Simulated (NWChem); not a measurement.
The numbers come from NWChem runs, not from measurements. System: HAl, charge 0, spin multiplicity 3, at the geometry of a parent with another charge or spin, in a state set for the comparison that need not be this species' ground state. Its SCF solution wasn't tested for a lower state. Level: UMP2/def2-TZVP, 5 core orbitals frozen.

NWChem printed:

```
             Northwest Computational Chemistry Package (NWChem) 7.3.0
             --------------------------------------------------------

                                NWChem Input Module
                                -------------------

 Scaling coordinates for geometry "geometry" by  1.889725989
 (inverse scale =  0.529177249)

 Turning off AUTOSYM since
 SYMMETRY directive was detected!

                             Geometry "geometry" -> ""
                             -------------------------

 Output coordinates in angstroms (scale by  1.889725989 to convert to a.u.)

  No.       Tag          Charge          X              Y              Z
 ---- ---------------- ---------- -------------- -------------- --------------
    1 Al                  13.0000     0.00000000     0.00000000     0.12029700
    2 H                    1.0000     0.00000000     0.00000000    -1.56385800

 Effective nuclear repulsion energy (a.u.)       4.0847215589

            Nuclear Dipole moment (a.u.)
            ----------------------------
        X                 Y               Z
 ---------------- ---------------- ----------------
     0.0000000000     0.0000000000     0.0000056692

      Symmetry information
      --------------------

 Group name             C2v
 Group number             16
 Group order               4
 No. of unique centers     2

      Symmetry unique atoms

     1    2


 Summary of "ao basis" -> "" (spherical)
 ------------------------------------------------------------------------------
       Tag                 Description            Shells   Functions and Types
 ---------------- ------------------------------  ------  ---------------------
 *                         def2-tzvp                  on all atoms

 Summary of "ao basis" -> "ao basis" (spherical)
 ------------------------------------------------------------------------------
       Tag                 Description            Shells   Functions and Types
 ---------------- ------------------------------  ------  ---------------------
 Al                        def2-tzvp                13       37   5s5p2d1f
 H                         def2-tzvp                 4        6   3s1p

                                 NWChem SCF Module
                                 -----------------

  ao basis        = "ao basis"
  functions       =    43
  atoms           =     2
  alpha electrons =     8
  beta  electrons =     6
  charge          =   0.00
  wavefunction    = UHF
  use symmetry    = T
  symmetry adapt  = T

 Summary of "ao basis" -> "ao basis" (spherical)
 ------------------------------------------------------------------------------
       Tag                 Description            Shells   Functions and Types
 ---------------- ------------------------------  ------  ---------------------
 Al                        def2-tzvp                13       37   5s5p2d1f
 H                         def2-tzvp                 4        6   3s1p

      Symmetry analysis of basis
      --------------------------

        a1         20
        a2          3
        b1         10
        b2         10

 Forming initial guess at       0.0s

   Symmetry analysis of molecular orbitals - initial alpha
   -------------------------------------------------------

  Numbering of irreducible representations:

     1 a1          2 a2          3 b1          4 b2

  Orbital symmetries:

     1 a1          2 a1          3 b1          4 b2          5 a1
     6 a1          7 a1          8 b2          9 b1         10 a1
    11 a1         12 b2         13 b1         14 a2         15 a1
    16 a1         17 b2         18 b1

   Symmetry analysis of molecular orbitals - initial beta
   ------------------------------------------------------

  Numbering of irreducible representations:

     1 a1          2 a2          3 b1          4 b2

  Orbital symmetries:

     1 a1          2 a1          3 b1          4 a1          5 b2
     6 a1          7 a1          8 b1          9 b2         10 a1
    11 a1         12 b1         13 b2         14 a2         15 a1
    16 a1         17 b1         18 b2

 Starting SCF solution at       0.0s

 ----------------------------------------------
         Quadratically convergent UHF
[...]
     3     -0.194263  1 Al s

 Vector    8  Occ=0.000000D+00  E= 4.720950D-02  Symmetry=b1
              MO Center= -8.3D-16, -3.8D-15,  3.5D-02, r^2= 5.1D+00
   Bfn.  Coefficient  Atom+Function         Bfn.  Coefficient  Atom+Function
  ----- ------------  ---------------      ----- ------------  ---------------
    18      0.857396  1 Al px                15      0.198595  1 Al px

 Vector    9  Occ=0.000000D+00  E= 8.055216D-02  Symmetry=b2
              MO Center=  4.2D-15, -2.9D-15,  1.4D-02, r^2= 5.3D+00
   Bfn.  Coefficient  Atom+Function         Bfn.  Coefficient  Atom+Function
  ----- ------------  ---------------      ----- ------------  ---------------
    19      0.895788  1 Al py

 center of mass
 --------------
 x =   0.00000000 y =   0.00000000 z =   0.11273144

 moments of inertia (a.u.)
 ------------------
           9.840577929039           0.000000000000           0.000000000000
           0.000000000000           9.840577929039           0.000000000000
           0.000000000000           0.000000000000           0.000000000000

  Mulliken analysis of the total density
  --------------------------------------

    Atom       Charge   Shell Charges
 -----------   ------   -------------------------------------------------------
    1 Al  13    12.93   2.00  0.65  1.33  0.85  0.49  2.92  2.28  0.81  0.85  0.69  0.03  0.04  0.01
    2 H    1     1.07   0.20  0.54  0.32  0.01

  Mulliken analysis of the alpha density
  --------------------------------------

    Atom       Charge   Shell Charges
 -----------   ------   -------------------------------------------------------
    1 Al  13     7.34   1.00  0.33  0.66  0.57  0.34  1.47  1.14  0.40  0.73  0.65  0.02  0.02  0.00
    2 H    1     0.66   0.13  0.34  0.20  0.00

   Mulliken analysis of the beta density
   -------------------------------------

    Atom       Charge   Shell Charges
 -----------   ------   -------------------------------------------------------
    1 Al  13     5.59   1.00  0.32  0.67  0.28  0.15  1.45  1.14  0.41  0.11  0.04  0.01  0.01  0.00
    2 H    1     0.41   0.08  0.20  0.13  0.00

   Mulliken analysis of the spin density
   -------------------------------------

    Atom       Charge   Shell Charges
 -----------   ------   -------------------------------------------------------
    1 Al  13     1.74   0.00  0.01 -0.01  0.28  0.20  0.02 -0.00 -0.00  0.62  0.61  0.01  0.01  0.00
    2 H    1     0.26   0.05  0.14  0.07  0.00

       Multipole analysis of the density wrt the origin
       ------------------------------------------------

     L   x y z        total         alpha         beta         nuclear
     -   - - -        -----         -----         ----         -------
     0   0 0 0     -0.000000     -8.000000     -6.000000     14.000000

     1   1 0 0      0.000000      0.000000     -0.000000      0.000000
     1   0 1 0     -0.000000     -0.000000      0.000000      0.000000
     1   0 0 1      0.331238     -0.459578      0.790810      0.000006

     2   2 0 0     -8.811098     -6.603365     -2.207733      0.000000
     2   1 1 0      0.000000      0.000000      0.000000      0.000000
     2   1 0 1      0.000000      0.000000     -0.000000      0.000000
     2   0 2 0    -14.304777    -12.247684     -2.057093      0.000000
     2   0 1 1      0.000000      0.000000     -0.000000      0.000000
     2   0 0 2    -12.315921    -15.183334     -6.537983      9.405396

                   NWChem MP2 Semi-direct Energy/Gradient Module
                   ---------------------------------------------

  Basis functions       =     43
  Molecular orbitals    =     43
  Frozen core           =      5
  Frozen virtuals       =      0
  Active alpha occupied =      3
  Active beta occupied  =      1
  Active alpha virtual  =     35
  Active beta virtual   =     37
  Use MO symmetry       = T
  Use skeleton AO sym   = T

  AO/Fock/Back tols     =   1.0D-09  1.0D-09  1.0D-09

 GA uses MA = F    GA memory limited = T

 Available:
  local mem=  1.26D+08
 global mem=  1.44D+08
 local disk=  0.00D+00
  mp2_memr nvloc                    35
  nvloc new                    35
   1 passes of   3:        3145728                       9019                    340945.
   1 passes of   3: M    126153338           G      144175502           F     123007610.

 Semi-direct pass number   1 of   1  for UHF alpha       at        0.2s
  vrange nnbf                   946
  mp2_eaftype                    10  avail_ma_in_mb                  1099
 EAF : mp2_eaftype filesize          10     170473.
  mp2_eaf for mointskh                     10
Node 0 wrote      0.8 Mb in      0.0 s     Agg I/O rate:  3313.4 Mb/s
 Done moints_semi at        0.4s
  mp2_eaftype                    10  avail_ma_in_mb                  1089
 EAF : mp2_eaftype filesize          10     170473.
  mp2_eaf for kh                    10
 Done maket at        0.4s
 Done multipass loop at        0.4s

 GA uses MA = F    GA memory limited = T

 Available:
  local mem=  1.26D+08
 global mem=  1.44D+08
 local disk=  0.00D+00
  mp2_memr nvloc                    37
  nvloc new                    37
   1 passes of   1:        3145728                       5621                    122230.
   1 passes of   1: M    126153338           G      144175502           F     123007610.

 Semi-direct pass number   1 of   1  for UHF beta        at        0.4s
  vrange nnbf                   946
  mp2_eaftype                    10  avail_ma_in_mb                  1099
 EAF : mp2_eaftype filesize          10      61115.
  mp2_eaf for mointskh                     10
Node 0 wrote      0.3 Mb in      0.0 s     Agg I/O rate:  2313.4 Mb/s
 Done moints_semi at        0.6s
  mp2_eaftype                    10  avail_ma_in_mb                  1089
 EAF : mp2_eaftype filesize          10      61115.
  mp2_eaf for kh                    10
 Done maket at        0.6s
 Done multipass loop at        0.6s

          -------------------------------------------
          SCF energy                -242.412662312720
          Correlation energy          -0.038877370371
          Singlet pairs                0.000000000000
          Triplet pairs                0.000000000000
          Total MP2 energy          -242.451539683091
          -------------------------------------------

          ---------------------------------------------------
                    Spin Component Scaled (SCS) MP2
          Same spin pairs                     -0.005727720498
          Same spin scaling factor             0.333333333333
          Opposite spin pairs                 -0.033149649873
          Opposite spin scaling fact.          1.200000000000
          SCS-MP2 correlation energy          -0.041688820014
          Total SCS-MP2 energy              -242.454351132734
          ---------------------------------------------------

 -----------------------
 Performance information
 -----------------------

 Timer overhead =  1.47D-07 seconds/call

               Nr. of calls         CPU time (s)                 Wall time (s)                GFlops
             ---------------    -------------------     ------------------------------   -------------------
Name         Min   Avg   Max    Min     Avg     Max     Min     Avg     Max   Mx/calls   Min     Max     Sum
mp2: moin     2     2     2   0.40    0.40    0.40     0.40    0.40    0.40    0.20      0.0     0.0     0.0
mp2: make     2     2     2   3.56E-3 3.56E-3 3.56E-3  3.56E-3 3.56E-3 3.56E-3 1.78E-3   0.0     0.0     0.0
mp2: tota     1     1     1   0.44    0.44    0.44     0.44    0.44    0.44    0.44      0.0     0.0     0.0

 The average no. of pstat calls per process was 5.00D+00
 with a timing overhead of 7.36D-07s

 Task  times  cpu:        0.6s     wall:        0.6s

 Total times  cpu:        0.6s     wall:        0.6s
```

**Question.** Write an NWChem input that would produce this output.

**Answer.** Several could match; the one computed here: 
```
start mol
memory heap 200 mb stack 900 mb global 1100 mb
geometry units angstroms nocenter noautoz
  Al     0.000000     0.000000     0.120297
  H      0.000000     0.000000    -1.563858
  symmetry group C2v
end
basis spherical
  * library def2-tzvp
end
scf
  uhf
  nopen 2
  maxiter 100
  thresh 1e-7
  semidirect memsize 60000000 filesize 0
  # guess.movecs holds the orbitals of an unrestricted PBE0 run
  vectors input guess.movecs output mol.movecs
end
mp2
  freeze core 5
end
task mp2 energy
```
